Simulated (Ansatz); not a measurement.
Start from `C/C=C/C(F)(F)F` and change one atom or group to get `FC(F)(F)[SiH3]`.

Ansatz, PBE0-D4/def2-TZVP geometries, multiplicity 1. 

```csv
property,`C/C=C/C(F)(F)F`
HOMO energy (PBE0/def2-TZVPP) / eV,-8.21
LUMO energy (PBE0/def2-TZVPP) / eV,-0.45
"ideal-gas entropy at 298 K and 1 bar (rigid rotor, harmonic PBE0-D4/def2-TZVP) / J/(mol·K)",351
size of the dipole moment (PBE/def2-TZVPP) / D,2.88
HOMO–LUMO gap (ωB97M-V/def2-TZVPP) / eV,12.18
zero-point energy (PBE0-D4/def2-TZVP) / kJ/mol,224.9
```

Problem. What does the change do to each property? (Best estimate.)

Solution. Ansatz gave: 
| property | `FC(F)(F)[SiH3]` | shift |
| --- | --- | --- |
| HOMO energy (PBE0/def2-TZVPP) / eV | -9.63 | -1.42 |
| LUMO energy (PBE0/def2-TZVPP) / eV | 0.07 | 0.52 |
| ideal-gas entropy at 298 K and 1 bar (rigid rotor, harmonic PBE0-D4/def2-TZVP) / J/(mol·K) | 313 | -38 |
| size of the dipole moment (PBE/def2-TZVPP) / D | 1.91 | -0.97 |
| HOMO–LUMO gap (ωB97M-V/def2-TZVPP) / eV | 13.65 | 1.47 |
| zero-point energy (PBE0-D4/def2-TZVP) / kJ/mol | 101.9 | -123.0 |

With PBE0 the HOMO falls by 1.42 eV and the LUMO rises by 0.52 eV, so the gap widens by about 1.94 eV. PBE moves the HOMO by -1.06 eV and ωB97M-V by -1.47 eV. The zero-point energy changes by -123.0 kJ/mol with -12 modes. Dipoles are sizes alone; their direction can turn.

Positive LUMOs are unbound, so they and the gaps depend on the basis.
